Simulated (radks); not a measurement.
Isoelectronic series with 8 electrons, each ion in its NIST ground configuration. Method: Dirac Kohn-Sham, PBE, spin-unpolarised, spherical densities, finite nucleus; open shells fill j = l - 1/2 first; Fermi nuclear charge, rms radius of each element as measured or else 0.836 A^(1/3) + 0.57 fm; computed with a radial shooting solver on a logarithmic mesh with Libxc functionals. Total energies (hartree) and mean radii <r> (bohr):

| ion | configuration | E (hartree) | 2p3/2 | 2p1/2 |
|---|---|---|---|---|
| O | [He] 2s2 2p4 | -75.00272 | 1.267 | 1.264 |
| F+ | [He] 2s2 2p4 | -99.03362 | 0.9839 | 0.9822 |
| Ne2+ | [He] 2s2 2p4 | -126.60075 | 0.8122 | 0.8105 |
| Mg4+ | [He] 2s2 2p4 | -192.33462 | 0.6066 | 0.6050 |
| Al5+ | [He] 2s2 2p4 | -230.50609 | 0.5394 | 0.5377 |
| Si6+ | [He] 2s2 2p4 | -272.21993 | 0.4858 | 0.4841 |
| P7+ | [He] 2s2 2p4 | -317.48207 | 0.4420 | 0.4402 |
| S8+ | [He] 2s2 2p4 | -366.29927 | 0.4056 | 0.4037 |
| Cl9+ | [He] 2s2 2p4 | -418.67903 | 0.3748 | 0.3728 |
| Ar10+ | [He] 2s2 2p4 | -474.62962 | 0.3483 | 0.3463 |
| K11+ | [He] 2s2 2p4 | -534.15996 | 0.3254 | 0.3233 |
| Ca12+ | [He] 2s2 2p4 | -597.27959 | 0.3053 | 0.3031 |
| Sc13+ | [He] 2s2 2p4 | -663.99872 | 0.2876 | 0.2853 |
| Ti14+ | [He] 2s2 2p4 | -734.32829 | 0.2718 | 0.2694 |
| V15+ | [He] 2s2 2p4 | -808.27984 | 0.2576 | 0.2552 |
| Cr16+ | [He] 2s2 2p4 | -885.86549 | 0.2449 | 0.2424 |
| Mn17+ | [He] 2s2 2p4 | -967.09812 | 0.2333 | 0.2307 |
| Fe18+ | [He] 2s2 2p4 | -1051.99133 | 0.2228 | 0.2201 |
| Co19+ | [He] 2s2 2p4 | -1140.55926 | 0.2132 | 0.2105 |
| Ni20+ | [He] 2s2 2p4 | -1232.81703 | 0.2044 | 0.2016 |
| Cu21+ | [He] 2s2 2p4 | -1328.77971 | 0.1963 | 0.1933 |
| Zn22+ | [He] 2s2 2p4 | -1428.46418 | 0.1888 | 0.1858 |
